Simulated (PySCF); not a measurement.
## Heteronuclear NMR

Mapped SMILES: `[O:1]1[P:2]2[O:3][P:4]3[O:5][P:6]1[O:7][P:8]([O:9]2)[O:10]3`.

- GIAO PBE0/pcSseg-1 shieldings
- GFN2-xTB geometry
- run in PySCF 2.14
- a single conformation, one averaged value for each set of equivalent atoms, gas phase, no relativistic terms

Question: Where does ³¹P resonate?

Answer: 
```
      atoms                                     environment  σ (ppm)  δ (ppm)
P2/P4/P6/P8  phosphorus bonded to 3 O, in a 6-membered ring    206.4     99.1
```

Shieldings were converted by a linear fit to measured shifts: ³¹P: δ = 270.09 − 0.828σ (rms 18.1 ppm, 64 shifts vs H3PO4, solution or neat liquid). Occasional misses reach two or three times the rms, and more in compound classes unlike the fitted ones.

On a 300 MHz spectrometer ³¹P resonates near 121.4 MHz, so 1 ppm is 121.4 Hz.

Question: Predict the ¹⁷O NMR data.

Answer: 
| atoms | environment | σ (ppm) | δ (ppm) |
| --- | --- | --- | --- |
| O1/O3/O5/O7/O9/O10 | oxygen bonded to 2 P, in a 6-membered ring | 174.3 | 107.9 |

Shieldings were converted by a linear fit to measured shifts: ¹⁷O: δ = 266.70 − 0.911σ (rms 10.7 ppm, 155 shifts, 12.2 ppm with the 3 outliers that the fit left out vs liquid water, solution or neat liquid). Occasional misses reach two or three times the rms, and more in compound classes unlike the fitted ones.

On a 300 MHz spectrometer ¹⁷O resonates near 40.7 MHz, so 1 ppm is 40.7 Hz.
